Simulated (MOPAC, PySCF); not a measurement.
C$_{2}$H$_{7}$B, SMILES `C(C)B` (H–B–C–C torsion 1°), neutral singlet in the gas phase. 

Cartesian coordinates (Å):
```xyz
10

B      1.4495     0.1304    -0.1460
C      0.0859    -0.3820     0.4003
C     -1.1824     0.2047    -0.2155
H      1.5097     0.9681    -0.9941
H      2.4659    -0.3144     0.2903
H      0.1045    -0.2186     1.4876
H      0.0922    -1.4776     0.3200
H     -2.0873    -0.2068     0.2332
H     -1.2105     1.2878    -0.0888
H     -1.2222     0.0049    -1.2872
```
Charge 0, spin multiplicity 1.

All levels are single points at this geometry (M06-2X/def2-TZVP); Pople sets use spherical d functions. Orbital energies aren't observables, and empty levels follow the basis.

BP86/6-31G* in PySCF gives gap (eV) = 5.30.

### Question
Estimate the gap (eV) from each of these levels: M06-2X/def2-TZVP in PySCF; B3LYP/6-311+G** in PySCF; HF/3-21G in PySCF; HF/STO-3G in PySCF; PM6 in MOPAC.

### Answer

```json
[
 {"level": "M06-2X/def2-TZVP in PySCF", "gap (eV)": "9.68"},
 {"level": "B3LYP/6-311+G** in PySCF", "gap (eV)": "7.07"},
 {"level": "HF/3-21G in PySCF", "gap (eV)": "14.98"},
 {"level": "HF/STO-3G in PySCF", "gap (eV)": "18.05"},
 {"level": "PM6 in MOPAC", "gap (eV)": "11.00"}
]
```
